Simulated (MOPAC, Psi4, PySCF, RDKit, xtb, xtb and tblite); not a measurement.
Two geometries of C4F10, SMILES FC(F)(F)C(F)(F)C(F)(F)C(F)(F)F, relaxed at GFN2-xTB with one dihedral held; other torsions can differ between them too.

Structure A

```
14

F      2.9637     0.5192     0.3926
C      1.9459    -0.3166     0.2492
F      1.9165    -1.1220     1.3029
F      2.1604    -1.0520    -0.8346
C      0.6078     0.4819     0.1320
F      0.7753     1.4950    -0.7317
F      0.3253     1.0201     1.3305
C     -0.5792    -0.4050    -0.3478
F     -0.5637    -1.5844     0.2957
F     -0.4375    -0.6580    -1.6577
C     -1.9678     0.2711    -0.1071
F     -1.9656     1.5312    -0.5237
F     -2.9123    -0.3831    -0.7667
F     -2.2749     0.2570     1.1833
```

Structure B

```
14

F      2.9287     0.4536     0.6383
C      1.9472    -0.3398     0.2360
F      1.8428    -1.3419     1.0981
F      2.2724    -0.8325    -0.9536
C      0.6124     0.4676     0.1538
F      0.8065     1.5162    -0.6659
F      0.3385     0.9673     1.3669
C     -0.5997    -0.3957    -0.3348
F     -1.5338    -0.4312     0.6254
F     -0.2166    -1.6653    -0.5592
C     -1.2529     0.1521    -1.6442
F     -0.3678     0.1824    -2.6339
F     -2.2553    -0.6331    -2.0090
F     -1.7290     1.3760    -1.4608
```

Which is lower in energy at the level B3LYP-D3(BJ)/def2-SVP // GFN2-xTB (Psi4 1.11), and by how much?

A is lower, by 10.13 kJ/mol (dihedral F6–C5–C8–F9: 165° in A, -120° in B).

E(B) − E(A) in kJ/mol at the other levels, on the same two geometries: GFN2-xTB (xtb and tblite) 4.55; MMFF94 // GFN2-xTB (RDKit) 25.59; B3LYP/def2-SVP // GFN2-xTB (Psi4) 10.23; PBE/def2-SVP // GFN2-xTB (Psi4) 9.84; PBE-D3(BJ)/def2-SVP // GFN2-xTB (Psi4) 9.74; UFF // GFN2-xTB (RDKit) 20.34; AM1, restricted, heats of formation // GFN2-xTB (MOPAC) 2.14; PM6, restricted, heats of formation // GFN2-xTB (MOPAC) 6.04; GFN1-xTB // GFN2-xTB (xtb) 4.68; restricted B3LYP/6-31G*, spherical d, density fitting // GFN2-xTB (PySCF) 8.48; restricted Hartree-Fock/STO-3G // GFN2-xTB (PySCF) 1.77; restricted Hartree-Fock/LANL2DZ, density fitting // GFN2-xTB (PySCF) 7.10; restricted MP2 (frozen core)/3-21G // GFN2-xTB (PySCF) 3.30.
